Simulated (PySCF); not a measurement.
Delta-SCF ions had no search for a lower state. Excitations are Tamm–Dancoff values on a coarser integration grid. The basis has no diffuse functions, so Rydberg states are missing or too high.

Cartesian coordinates (Å):
```xyz
4

Br     1.7828    -0.7560     0.2970
B      0.0482    -0.0204     0.0080
I     -1.6203    -1.3126    -0.2514
I     -0.2108     2.0890    -0.0536
```
Charge 0, multiplicity 1.

**Question.** Estimate the dipole moment, total energy, S1–T1 gap (TDA), LUMO and vertical ionisation energy (Delta-SCF) that PySCF with PBE-D3(BJ)/def2-TZVP // B3LYP-D3(BJ)/def2-TZVP returns for this input.

**Answer.** 
```json
{
  "dipole_moment": "0.14 D",
  "total_energy": "-3194.0747 Ha",
  "S1–T1 gap (TDA)": "0.15 eV",
  "LUMO": "-3.17 eV",
  "vertical ionisation energy (Delta-SCF)": "9.01 eV"
}
```
